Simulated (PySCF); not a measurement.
Al(Me)(OH)(PH2) (CH₆AlOP), SMILES [CH3][Al]([OH])[PH2]. Coordinates come from a PBE-D3(BJ)/def2-SVP optimisation. The structure was generated by enumeration; whether it is a known compound was not checked. One conformer was computed; it need not be the lowest.

Computed equilibrium geometry at PBE-D3(BJ)/def2-SVP (PySCF confirms it by a frequency run) as bond lengths and angles (one conformer of several):
Atoms: Al1 C2 H3 H4 H5 O6 H7 P8 H9 H10. Bonded distances (Å): Al1–C2 1.955, Al1–O6 1.726, Al1–P8 2.357, C2–H3 1.111, C2–H4 1.109, C2–H5 1.110, O6–H7 0.970, P8–H9 1.443, P8–H10 1.443. Bond angles (°): C2–Al1–O6 116.2, C2–Al1–P8 123.1, O6–Al1–P8 120.6, Al1–C2–H3 110.7, Al1–C2–H4 111.1, Al1–C2–H5 111.8, H3–C2–H4 107.8, H3–C2–H5 106.8, H4–C2–H5 108.5, Al1–O6–H7 123.9, Al1–P8–H9 92.9, Al1–P8–H10 91.0, H9–P8–H10 93.2.
Charge 0, spin multiplicity 1.
